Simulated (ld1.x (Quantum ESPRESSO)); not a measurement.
# F (Z = 9): excitation energies, all-electron against ultrasoft

```
Element                 : fluorine (F)
Generator               : ld1.x (Quantum ESPRESSO) 7.5
Type                    : ultrasoft
Functional              : revPBE
Relativity              : scalar-relativistic
Frozen core             : [He]
Valence charge          : 7
Reference configuration : 2s2 2p5
Partial waves           : 2s (bound): rcut 0.60, rcutus 0.65 bohr; 2s channel at 1.25 Ry: rcut 0.60, rcutus 0.65 bohr; 2p (bound): rcut 1.30, rcutus 1.55 bohr; 2p channel at 3.9 Ry: rcut 1.30, rcutus 1.55 bohr; 3d channel at 0.35 Ry: rcut 1.00, rcutus 1.40 bohr; 3d channel at 2.15 Ry: rcut 1.00, rcutus 1.40 bohr
Local potential         : all-electron potential smoothed inside 0.75 bohr (lloc = -2)
Core correction         : none
Augmentation charge     : PSQ, radius 0.50 bohr
```

Energies are relative to the spin-unpolarised reference configuration 2s2 2p5; without spin polarisation the order of configurations can differ from experiment.

```csv
valence configuration,charge,ΔE all-electron (eV),error AE − PS (meV)
2s2 2p3,+2,57.649,+5.1
2s2 2p2,+3,118.217,+28
2s1 2p5,+1,38.536,+15
2s2 2p4.5,+0.5,7.510,+0.2
2s2 2p1,+4,203.923,+181
```

(1) What are ΔE and the potential's error for 2s2 2p5.3?

(2) What are ΔE and the potential's error for 2s2 2p4?

Levels in the configuration 2s2 2p5.3:

| level | all-electron (eV) | pseudo (eV) |
| --- | --- | --- |
| 2s | -25.435 | -25.435 |
| 2p | -6.690 | -6.691 |

Results:

(1) ΔE = -2.649 eV all-electron; the error (AE − PS) is +0.5 meV.

(2) ΔE = 19.326 eV all-electron; the error (AE − PS) is +1.3 meV.
